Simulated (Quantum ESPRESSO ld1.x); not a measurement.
Results of a calculation; reference values are marked as such.
Species: the xenon ion Xe2+. Configuration: [Kr] 4d10 5s1.75 5p4 5d0.25 (fractional occupations, a model configuration). Code: ld1.x of Quantum ESPRESSO 7.5. Model: Dirac Kohn-Sham, Engel-Vosko exchange with Perdew-Wang LDA correlation, spin-unpolarised, spherical densities, point nucleus; open shells are shared between the two j in proportion to 2j + 1.

Spin-orbit splittings of the eigenvalues, e(l+1/2) - e(l-1/2), with zeta = 2 splitting/(2l+1) and mean radii in bohr:

| shell | occ. | splitting (eV) | zeta (eV) | <r> j=l-1/2 | <r> j=l+1/2 |
|---|---|---|---|---|---|
| 2p | 6 | 324.3 | 216.2 | 0.09623 | 0.1020 |
| 3p | 6 | 61.67 | 41.12 | 0.2960 | 0.3076 |
| 3d | 10 | 13.04 | 5.214 | 0.2785 | 0.2822 |
| 4p | 6 | ? | ? | 0.7456 | 0.7727 |
| 4d | 10 | 1.985 | 0.7939 | 0.8663 | 0.8768 |
| 5p | 4 | 1.515 | 1.010 | 2.037 | 2.116 |
| 5d | 0.25 | 0.1225 | 0.04901 | 3.208 | 3.243 |

Estimate the 4p splitting.

Answer. 12.20 eV (zeta = 8.133 eV).
